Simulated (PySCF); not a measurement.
## Basis and Hamiltonian dependence of the ionisation energy of Sc

Sc [Ar] 3d1 4s2 (2D) → Sc⁺ [Ar] 3d1 4s1 (3D). All values are computed (PySCF 2.14, energy differences of UHF-based or UKS calculations, no spin-orbit coupling). Values in eV.

| basis | Hamiltonian | functions | UHF | PBE0 | MP2 (valence) | CCSD(T) (valence) | CCSD(T) (valence and next inner shell) |
| --- | --- | --- | --- | --- | --- | --- | --- |
| 6-31G* | non-relativistic | 34 | 5.356 | 6.316 | 5.881 | n/a | n/a |
| jorge-DZP-DKH | spin-free X2C | 43 | 5.365 | n/a | 5.981 | n/a | n/a |
| def2-TZVP | non-relativistic | 45 | 5.367 | n/a | 6.005 | n/a | n/a |
| pcseg-2 | non-relativistic | 56 | 5.365 | n/a | 5.993 | n/a | n/a |
| ANO-RCC-VTZP | spin-free X2C | 59 | 5.393 | 6.385 | 6.051 | 6.364 | 6.498 |
| aug-cc-pVDZ-DK | spin-free X2C | 59 | 5.396 | 6.375 | 6.056 | 6.366 | n/a |
| aug-cc-pVDZ | non-relativistic | 59 | 5.368 | 6.345 | 6.025 | 6.336 | n/a |
| def2-TZVPPD | non-relativistic | 67 | 5.366 | 6.359 | 6.069 | 6.353 | 6.513 |
| cc-pVTZ-DK | spin-free X2C | 68 | 5.390 | n/a | 6.096 | n/a | n/a |
| x2c-TZVPPall with one added diffuse shell each of s, p, d, f type | spin-free X2C | 80 | 5.394 | 6.388 | 6.101 | 6.385 | 6.549 |
| aug-cc-pVTZ-DK | spin-free X2C | 93 | 5.390 | 6.378 | 6.106 | 6.386 | n/a |
| aug-cc-pwCVTZ | non-relativistic | 127 | 5.360 | 6.344 | 6.079 | n/a | n/a |
| aug-cc-pwCVTZ-DK | spin-free X2C | 127 | 5.388 | 6.374 | 6.111 | n/a | n/a |
| aug-cc-pVQZ-DK | spin-free X2C | 140 | 5.388 | 6.374 | 6.121 | n/a | n/a |

Extrapolation of MP2 (valence) from aug-cc-pVTZ-DK and aug-cc-pVQZ-DK: the correlation parts are 0.716 and 0.733 eV; with the X⁻³ form and unrounded values, (4³ × 0.733 − 3³ × 0.716)/(4³ − 3³) = 0.745 eV, and adding the Hartree-Fock value 5.388 eV of the larger basis gives 6.133 eV.

Frozen in the all-electron rows: valence: [Ar]; valence and next inner shell: [Ne].

Non-relativistic rows lack the scalar-relativistic shift.

Reference for a calculation without spin-orbit coupling: 6.562 eV (measured, between term centres; NIST).
